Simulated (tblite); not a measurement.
Species: C3H9BO2.
Numbering: `[CH3:1][CH:2]([CH3:3])[B:4]([OH:5])[OH:6]` (hydrogens: H7, H8, H9 on C1; H10 on C2; H11, H12, H13 on C3; H14 on O5; H15 on O6)

Computed with GFN2-xTB (tblite), gas phase: Langevin dynamics at 200 K from the optimised GFN2-xTB geometry, time step 0.5 fs, friction 0.01 fs⁻¹, 2000 steps. The instantaneous temperature is 2·E(kin)/(3Nk) with all 3N coordinates.

| t (fs) | T (K) | E(pot) above start (eV) | C1–C2 (Å) | C2–C3 (Å) | C2–B4 (Å) | B4–O5 (Å) | B4–O6 (Å) | C1–H7 (Å) | C1–C2–B4–O5 (°) |
| --- | --- | --- | --- | --- | --- | --- | --- | --- | --- |
| 0 | 160 | 0.000 | 1.534 | 1.533 | 1.606 | 1.355 | 1.355 | 1.088 | -66 |
| 50 | 165 | 0.162 | 1.541 | 1.579 | 1.617 | 1.340 | 1.376 | 1.098 | -63 |
| 100 | 116 | 0.193 | 1.526 | 1.526 | 1.606 | 1.378 | 1.331 | 1.080 | -59 |
| 150 | 83 | 0.244 | 1.515 | 1.544 | 1.653 | 1.362 | 1.342 | 1.106 | -51 |
| 200 | 153 | 0.240 | 1.544 | 1.551 | 1.587 | 1.400 | 1.362 | 1.084 | -53 |
| 250 | 170 | 0.330 | 1.544 | 1.529 | 1.650 | 1.327 | 1.373 | 1.080 | -56 |
| 300 | 150 | 0.354 | 1.493 | 1.563 | 1.615 | 1.400 | 1.364 | 1.062 | -45 |
| 350 | 184 | 0.419 | 1.599 | 1.521 | 1.637 | 1.367 | 1.323 | 1.122 | -39 |
| 400 | 178 | 0.366 | 1.522 | 1.536 | 1.684 | 1.345 | 1.360 | 1.078 | -28 |
| 450 | 171 | 0.320 | 1.520 | 1.562 | 1.628 | 1.365 | 1.322 | 1.097 | -20 |
| 500 | 138 | 0.352 | 1.504 | 1.515 | 1.641 | 1.375 | 1.343 | 1.069 | -24 |
| 550 | 189 | 0.346 | 1.562 | 1.546 | 1.604 | 1.385 | 1.340 | 1.117 | -13 |
| 600 | 220 | 0.336 | 1.524 | 1.526 | 1.611 | 1.365 | 1.347 | 1.067 | -12 |
| 650 | 260 | 0.316 | 1.504 | 1.531 | 1.604 | 1.433 | 1.369 | 1.102 | -10 |
| 700 | 238 | 0.387 | 1.588 | 1.492 | 1.666 | 1.349 | 1.310 | 1.062 | -3 |
| 750 | 323 | 0.290 | 1.535 | 1.558 | 1.661 | 1.348 | 1.319 | 1.092 | 0 |
| 800 | 239 | 0.312 | 1.526 | 1.554 | 1.588 | 1.357 | 1.426 | 1.103 | 6 |
| 850 | 213 | 0.287 | 1.507 | 1.521 | 1.596 | 1.320 | 1.354 | 1.087 | 7 |
| 900 | 173 | 0.386 | 1.513 | 1.570 | 1.638 | 1.337 | 1.369 | 1.114 | 17 |
| 950 | 228 | 0.337 | 1.558 | 1.513 | 1.577 | 1.361 | 1.333 | 1.046 | 28 |
| 1000 | 130 | 0.273 | 1.527 | 1.518 | 1.663 | 1.366 | 1.346 | 1.141 | 26 |

Q: From 500 fs on, how do temperature and potential energy compare with equipartition?

A: The mean temperature of these 11 frames is 214 K against the target 200 K, and the mean potential energy 0.33 eV against 39 × kT/2 = 0.34 eV for 39 classical harmonic modes. For 15 atoms in a canonical ensemble the temperature itself scatters by T·√(2/(3N)) = 42 K; here its standard deviation is 53 K. The whole run lasts only 10 friction times of 100 fs, so these averages carry a wide statistical error.

Q: What are the kinetic and total energies of the listed frame with the highest potential energy?

A: The one at 350 fs, 0.419 eV above the start. Its kinetic energy is 3NkT/2 = 0.357 eV at 184 K, so the sum is 0.78 eV; over the listed frames the sum runs from 0.31 to 0.92 eV, since the thermostat adds and removes energy.

Q: How much do the listed bonds fluctuate from 500 fs on?

A: 
```tsv
bond	at the start (Å)	mean (Å)	standard deviation (Å)
C1–C2	1.534	1.532	0.026
C2–C3	1.533	1.531	0.022
C2–B4	1.606	1.623	0.031
B4–O5	1.355	1.363	0.028
B4–O6	1.355	1.351	0.029
C1–H7	1.088	1.091	0.027
```

The motion is classical and holds no zero-point motion.

What follows is the cost of the whole dynamics run. On an Arm Neoverse V2 with one thread, no GPU, on a shared host, this took 6.5 s of wall time and 0.18 GiB of memory at its peak.
